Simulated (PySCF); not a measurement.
# Polarisability and C₆ of Cu⁻ (copper, charge -1)

[Ar] 3d10 4s2, closed-shell 1S. Calculation: PySCF 2.14, in aug-cc-pVDZ-DK; scalar relativity by spin-free X2C-1e. Coupled (time-dependent) response in atomic units; α is the mean over directions. A double-zeta set is small for polarisabilities.

| method | mean α (bohr³) | C₆ (like pair) | S(−4) |
| --- | --- | --- | --- |
| UHF | 382.4 | 7088 | 101800 |
| wB97X | 222.2 | 3147 | 37130 |

S(−4) is the Cauchy moment in α(ω) = α(0) + S(−4) ω² + …

α(iu) at wB97X:

```json
{"u (hartree)": "0", "α(iu) (bohr³)": "222.2"}
{"u (hartree)": "0.0500", "α(iu) (bohr³)": "159.2"}
{"u (hartree)": "0.100", "α(iu) (bohr³)": "91.99"}
{"u (hartree)": "0.200", "α(iu) (bohr³)": "39.37"}
{"u (hartree)": "0.300", "α(iu) (bohr³)": "21.98"}
{"u (hartree)": "0.500", "α(iu) (bohr³)": "10.34"}
{"u (hartree)": "0.750", "α(iu) (bohr³)": "5.901"}
{"u (hartree)": "1.00", "α(iu) (bohr³)": "4.087"}
{"u (hartree)": "1.50", "α(iu) (bohr³)": "2.487"}
{"u (hartree)": "2.00", "α(iu) (bohr³)": "1.728"}
{"u (hartree)": "3.00", "α(iu) (bohr³)": "0.9919"}
{"u (hartree)": "5.00", "α(iu) (bohr³)": "0.4622"}
```

For an ion, C₆ is the dispersion term alone; charge-induced terms of lower order in 1/R come first.
